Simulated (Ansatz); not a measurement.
Input file for Ansatz (an electronic-structure program): R-PBE0/def2-TZVPPD on HF (SMILES F) with ghost functions. Files ending in .json are basis or fitting sets from the Basis Set Exchange.

Ansatz 0.2 input:
```yaml
crystal:
  periodic: [false, false, false]
  atoms:
    - {symbol: F, position_ang: [0.01014835, 0.27594024, 2.94085446]}
    - {symbol: H, position_ang: [0.02038903, 0.23968834, 1.97938992]}
basis:
  gaussian:
    orbitals: def2-TZVPPD.json
    ghost_atoms:
      - {symbol: N, position_ang: [0.03820228, 0.17655272, 0.30490449]}
      - {symbol: H, position_ang: [-0.23874454, -0.74046460, -0.02745915]}
      - {symbol: H, position_ang: [-0.60024194, 0.85723204, -0.09151782]}
      - {symbol: H, position_ang: [0.96518207, 0.37179989, -0.05658345]}
hamiltonian:
  xc: {name: PBE0}
scf: {lower_state_search: off}
```

The head of its log:

```
WARN ansatz: RAYON_NUM_THREADS=2 ignored (pool sized by the plan → 2); use --threads N
Functional definition: PBE0
these checks for a lower state are left out or cut short: stability, starts, cluster_reference, orbital_swaps, neighbouring_geometries, increment
integrals: 0.03 GiB planned
589 factors; their error is unknown
mean field: 0.38 GiB planned
mean field evaluation 1: about -2730.4677 eV, gradient 3.1e1 eV
mean field evaluation 2: about -2728.5131 eV, gradient 5.0e1 eV
```

Question: Give the final energy of this run.

Answer: -100.3944 hartree.
